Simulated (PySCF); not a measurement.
A structure optimised at TPSSh-D3(BJ)/def2-SVP, used in a PySCF frequency run:

```
C
C 1 1.3466
H 2 1.0909 1 120.90
H 2 1.0909 3 118.19 1 180.00
S 1 1.7814 2 123.53 3 0.00
C 5 1.7522 1 95.89 2 180.00
C 6 1.3444 5 117.64 1 0.00
H 7 1.0905 6 124.84 5 180.00
H 6 1.0905 7 124.84 8 0.00
S 7 1.7522 8 117.52 6 180.00
```
Charge 0, spin multiplicity 1.

Write its SMILES, formula and point group.

C=C1SC=CS1, C₄H₄S₂, C2v

What are its rotational constants (standard atomic weights)?

3.2109, 3.0897, 1.5746 GHz
